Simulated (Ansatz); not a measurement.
`F[Si@@H](Cl)[Si@@H](F)Cl`. Total charge 0; spin multiplicity 1.

```xyz
8

F    -1.992   -1.161    0.418
Si   -0.470   -0.799    0.725
Cl    0.677   -2.449    0.360
Si    0.285    0.869   -0.743
F    -0.661    2.149   -0.661
Cl    2.150    1.397   -0.100
H    -0.359   -0.454    2.159
H     0.371    0.449   -2.158
```

Task: What are the harmonic wavenumbers in cm⁻¹ at PBE0-D4/def2-TZVP (Ansatz, finite differences of forces, unscaled)? (Estimate.)

Result: Computed: 28, 65, 126, 170, 202, 246, 282, 463, 550, 580, 721, 791, 806, 829, 892, 922, 2260, 2261.

Task: Is this a minimum?

Result: Yes, all 18 modes are real.

Task: Give the ideal-gas thermochemistry at 298.15 K and 1 bar (rigid rotor, harmonic oscillator; point group C2, symmetry number 2).

Result: Zero-point energy 72.9 kJ/mol; H(298) − E = 97.4 kJ/mol; entropy 392.6 J/(mol·K), of which translation 172.7, rotation 119.2, vibration 100.8; G(298) − E = -19.7 kJ/mol. Modes under 100 cm⁻¹ are hindered rotations or soft bends, so the harmonic entropy is rough.
